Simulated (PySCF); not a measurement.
**Dipole moment and polarisability of `[SiH3][SiH]([SiH3])[SiH2]Cl`**

Compound: ClH₉Si₄.
Structure used (PBE0-D3(BJ)/def2-SVP), in Å, numbered top down from 1:
```
atom  x, y, z in Å
Si1   -1.8659    1.0795   -0.2583
Si2    0.0533    0.1353    0.7017
Si3    1.9582    1.0761   -0.2905
Si4    0.0305   -2.1617    0.2451
Cl5   -1.9436   -2.8202    0.2322
H6    -3.1013    0.5090    0.3542
H7    -1.8502    2.5616   -0.0594
H8    -1.8535    0.7899   -1.7247
H9     0.0714    0.3475    2.1845
H10    1.8723    0.8644   -1.7685
H11    2.0265    2.5429   -0.0118
H12    3.2031    0.4223    0.2187
H13    0.7758   -2.9522    1.2675
H14    0.6097   -2.4369   -1.1033
```

Level: CAM-B3LYP/def2-SVPD (PySCF), static field, nuclei fixed, core orbitals frozen in the response. The polarisability tensor in these axes (au):

```
x   148.07   7.32  -0.29
y     7.32 143.71  -4.99
z    -0.29  -4.99 109.76
```

Question: What are the eigenvalues, a third of the trace, and Δα (Δα² = ½Σ(αi − αj)² over the three pairs)?

Answer: Principal values 109.03, 138.75 and 153.77 au; mean 133.85 au = 19.83 Å³ = 22.07 × 10⁻⁴⁰ C²·m²/J; Δα = 39.44 au (29 % of the mean).

Question: What is the dipole moment, and where does it point?

Answer: (1.27, 0.88, 0.16) D, 1.55 D in size, pointing from the negative to the positive side. Measured along this direction, the outermost atoms are Cl5 at the negative end and H11 at the positive end.

Question: Rayleigh depolarisation ratio (linearly polarised light, static tensor)?

Answer: ρ = 3Δα²/(45ᾱ² + 4Δα²) = 4666.0/(806184 + 6221.4) = 0.00574.

Question: In TDDFT the mean static polarisability is Σ f/ω² over all singlet excitations (ω in hartree). How much of it do the 6 lowest give? Their energies (eV) and oscillator strengths: 6.01, 0.0315; 6.55, 0.0196; 6.68, 0.0436; 6.78, 0.0107; 6.99, 0.0421; 7.04, 0.0832.

Answer: They add up to 3.76 au, 2.8 % of the 133.85 au; the largest single term is 1.24 au, from the state at 7.04 eV. Terms in order: 0.65, 0.34, 0.72, 0.17, 0.64, 1.24 au. Higher excitations give the rest. The strengths listed sum to 0.231.

Question: Molar refractivity from α?

Answer: Lorentz–Lorenz: R = (4π/3)N_A α = 2.5225 cm³/(mol·Å³) × 19.83 Å³ = 50.0 cm³/mol, in the limit of long wavelengths.

Question: How large is μ²/3kT at 273 K beside α?

Answer: In Gaussian units μ²/3kT = 21.31 Å³ against 19.83 Å³, a ratio of 1.07; the Debye molar polarisation (4π/3)N_A(α + μ²/3kT) is 103.8 cm³/mol, leaving out the vibrational part.

Question: Refractivity n − 1 of an ideal gas of it at 400 K and 1 atm, from the electronic α?

Answer: N = p/kT = 1.8347 × 10¹⁹ cm⁻³, so n − 1 = 2π × N × 19.83 × 10⁻²⁴ cm³ = 2286 × 10⁻⁶ at long wavelengths.

Geometry: PBE0-D3(BJ)/def2-SVP, one conformer, isolated molecule.
